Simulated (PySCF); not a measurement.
**Telling isomers of C₉H₁₁N apart by NMR**

PySCF calculation with geometry: GFN2-xTB and NMR shieldings at PBE0/pcSseg-1/GIAO; non-relativistic, one averaged value for each set of equivalent atoms, one conformer, gas phase.

Chemical shifts δ = σref − σ; ¹H and ¹³C against TMS, all at this level. Where no couplings were computed, multiplicities follow the n + 1 count of equivalent neighbours, and m marks all less simple cases (inequivalent or close neighbours, rings, F or P nearby). Shifts are as computed. Against solution values, carbons near 30 ppm lie about +3 ppm off and those near 130 ppm about +5 ppm. Of 1211 compounds with measured shifts, 218 miss one by over three times the rms of a fit or turn the order of signals round; such compounds aren't used in these exercises. OH and NH positions are gas-phase values without hydrogen bonding to other molecules.

(1) Tabulate the signals of `C#C[C@H](C)c1cccn1C`, `CNC12C=CC(C=C1)C=C2`, `C/N=C\C1=CC=CC12CC2` and their relative energies.

(2) What is the quickest way to tell CNC12C=CC(C=C1)C=C2 from C/N=C\C1=CC=CC12CC2?

(3) What is the quickest way to tell C#C[C@H](C)c1cccn1C from CNC12C=CC(C=C1)C=C2?

(4) What is the quickest way to tell C#C[C@H](C)c1cccn1C from C/N=C\C1=CC=CC12CC2?

Answers

(1) 
| SMILES | carbon types | δC | δH | E rel. (kcal/mol) |
| --- | --- | --- | --- | --- |
| C#C[C@H](C)c1cccn1C | 2×C 5×CH 2×CH3 | 134.6, 125.2, 112.3, 110.3, 91.5, 75.5, 34.7, 25.7, 20.9 | 6.51 (m, 1H), 6.26 (m, 1H), 6.18 (m, 1H), 3.88 (s, 3H), 3.61 (m, 1H), 1.69 (d, 3H), 1.59 (d, 1H) | 0.0 |
| CNC12C=CC(C=C1)C=C2 | 1×C 7×CH 1×CH3 | 152.9, 149.6, 79.2, 53.4, 33.9 | 7.18 (m, 3H), 7.09 (m, 3H), 4.60 (m, 1H), 2.95 (s, 3H), 1.03 (br s, 1H) | 8.5 |
| C/N=C\C1=CC=CC12CC2 | 2×C 4×CH 2×CH2 1×CH3 | 156.8, 151.3, 144.7, 142.2, 136.4, 45.3, 42.0, 15.9 | 7.89 (s, 1H), 6.91 (m, 1H), 6.88 (m, 1H), 6.41 (d, 1H), 3.86 (s, 3H), 1.77 (m, 2H), 1.68 (m, 2H) | 1.2 |

Energies are electronic energies at PBE0/pcSseg-1 on these geometries, without zero-point or thermal terms, each for the one conformer computed, which needn't be the lowest.

(2) Count the carbon signals: 5 against 8. The first has an allylic sp3 CH at 53.4 ppm, the second a fully substituted alkene carbon (C) at 144.7 ppm. Their most deshielded carbons lie at 152.9 and 156.8 ppm. In the proton spectra the most deshielded non-exchanging signals are 7.18 (m, 3H) and 7.89 (s, 1H).

(3) Count the carbon signals: 9 against 5. The first has a substituted aromatic carbon next to a ring nitrogen (C) at 134.6 ppm, the second an alkene CH at 152.9 ppm. In the proton spectra the most deshielded non-exchanging signals are 6.51 (m, 1H) and 7.18 (m, 3H).

(4) Count the carbon signals: 9 against 8. The first has a terminal alkyne carbon (CH) at 75.5 ppm, the second a three-membered-ring carbon (CH2) at 15.9 ppm. Their most deshielded carbons lie at 134.6 and 156.8 ppm. In the proton spectra the most deshielded non-exchanging signals are 6.51 (m, 1H) and 7.89 (s, 1H).
